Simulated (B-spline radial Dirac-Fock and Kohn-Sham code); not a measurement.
Calculated with a radial finite-basis atomic code, using the Dirac equation of a negative muon with reduced mass in the field of a spherical finite nucleus, with the Uehling potential to all orders; nuclear polarisation, deformation, hyperfine structure, self-energy, higher-order vacuum polarisation, relativistic recoil and electron screening are left out. The nuclear charge is a Fermi distribution (skin thickness 2.3 fm).

Question: A muonic atom of atomic mass 96.92 u emits these computed lines: 2p3/2 → 1s1/2 3226 keV, 3d5/2 → 2p3/2 869.7 keV, 4f7/2 → 3d5/2 304.7 keV, 5g9/2 → 4f7/2 140.5 keV. Which element is it, and what rms charge radius was used?

Answer: Silver (Z = 47, nuclide ⁹⁷Ag); the high transitions hardly feel the nucleus and fix Z. The 2p → 1s line lies 1612 keV below the value for a point nucleus without QED, which for this nuclear model gives a radius near 4.42 fm (4.4202 fm was used).
